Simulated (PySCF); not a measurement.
CH₄AlClOS, SMILES C[S][Al]([OH])[Cl]. Atoms are numbered in the order given.

```xyz
9

Al    -0.2935    -0.3900     0.0000
Cl     0.5054    -2.3352     0.0000
O     -1.9685    -0.1084     0.0000
H     -2.6642    -0.7714     0.0000
S      1.0198     1.3270     0.0000
C     -0.2202     2.7034     0.0000
H     -1.2493     2.3227     0.0000
H     -0.0548     3.3161    -0.8963
H     -0.0548     3.3161     0.8963
```
Charge 0, spin multiplicity 1.

Geometry: B3LYP-D3(BJ)/def2-SVP. The structure was generated by enumeration; whether it is a known compound was not checked. One conformer was computed; it need not be the lowest.

These are TDDFT-LC-ωPBE/def2-SVPD run with PySCF values and carry that method's errors.

Vertical excitations. Isolated molecule, no solvent. State labels are in the subgroup Cs.

Estimate the UV-visible absorptions. (An estimate is asked for; the answer gives what the named calculation found.)


| state | symmetry | energy (eV) | λ (nm) | f | main pairs |
|---|---|---|---|---|---|
| S1 | A" | 5.92 | 209 | 0.019 | HOMO→LUMO 54 %, HOMO→LUMO+2 16 %, HOMO→LUMO+3 10 % |
| S2 | A" | 6.27 | 198 | 0.015 | HOMO→LUMO+2 52 %, HOMO→LUMO 19 %, HOMO→LUMO+8 8 % |
| S3 | A' | 6.78 | 183 | 0.049 | HOMO→LUMO+1 78 % |
| S4 | A' | 7.62 | 163 | 0.303 | HOMO−1→LUMO 67 % |
| S5 | A' | 7.70 | 161 | 0.008 | HOMO−1→LUMO+2 66 %, HOMO−1→LUMO+8 10 % |
| S6 | A" | 7.80 | 159 | 0.000 | HOMO−1→LUMO+1 83 % |
| S7 | A" | 7.88 | 157 | 0.001 | HOMO−3→LUMO 64 %, HOMO−5→LUMO 11 % |
| S8 | A' | 7.99 | 155 | 0.024 | HOMO−2→LUMO 68 % |
| S9 | A" | 8.03 | 154 | 0.033 | HOMO→LUMO+4 47 %, HOMO→LUMO+3 20 %, HOMO→LUMO+7 9 % |
| S10 | A" | 8.38 | 148 | 0.036 | HOMO→LUMO+6 21 %, HOMO−5→LUMO 20 %, HOMO→LUMO+3 20 %, HOMO→LUMO+7 8 % |
| T1 | A" | 5.46 | 227 | 0 | HOMO→LUMO+2 35 %, HOMO→LUMO 26 %, HOMO→LUMO+8 8 %, HOMO→LUMO+3 7 % |
| T2 | A" | 5.69 | 218 | 0 | HOMO→LUMO 39 %, HOMO→LUMO+2 26 %, HOMO→LUMO+6 7 %, HOMO→LUMO+4 7 % |
| T3 | A' | 5.86 | 212 | 0 | HOMO→LUMO+1 84 % |
| T4 | A' | 6.66 | 186 | 0 | HOMO−1→LUMO+2 32 %, HOMO−1→LUMO 23 %, HOMO−1→LUMO+8 8 %, HOMO−1→LUMO+3 6 % |
Triplets are in the Tamm–Dancoff approximation, which puts them higher than full response would, so one can lie above its singlet here.
